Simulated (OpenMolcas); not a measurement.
F4+: the spin-orbit constant, worked from levels

- Program: OpenMolcas 26.06
- Basis: ANO-R2 [4s4p2d1f]
- Scalar Hamiltonian: X2C, finite nucleus
- Active space: 3 electrons in 8 orbitals (2s 2p 3s 3p)
- State averaging: 2S+1 = 4 odd, 1 root; 2S+1 = 2 odd, 11 roots (8 in the spin-orbit step); 2S+1 = 4 even, 3 roots; 2S+1 = 2 even, 9 roots
- Spin-orbit coupling: state interaction with AMFI integrals over the reference wave functions, term energies averaged over their components

Methods: CASSCF; SS-CASPT2, IPEA 0.25 Eh, imaginary shift 0.1 Eh (closed shells correlated: 1s). Measured levels: Moore, Atomic Energy Levels, vol. I, NSRDS-NBS 35 (1971 reprint of NBS Circular 467, 1949).

**The spin-orbit constant.** For the Hund term 2P* of p1, E(J) = (A/2) J(J+1) + constant and ζ = 2S·A = A. From J = 1/2 to J = 3/2 the energy changes by 1.5 A.

```
   Source  E(3/2) - E(1/2)      A    ζ
   CASSCF            720.2  480.1  480
SS-CASPT2            720.2  480.1  480
 measured            746.0  497.3  497
```

All in cm-1. SS-CASPT2 is off by -3.5 % and CASSCF by -3.5 %. Both methods take the spin-orbit matrix elements from the reference wave functions, so the second can move ζ only through the term energies and any multistate remixing.

Active for correlation alone: 3p 3s; no level in the range computed is led by a configuration that fills them, so any true level of that kind is missing. Measured partners are found by configuration, term and J. A level has none where our copy of the source lacks it or the pairing is in doubt (some pairs that miss far off the trend of their configuration count as doubtful), and it then counts in no deviation. Only configurations of the active space appear.

* marks odd parity.
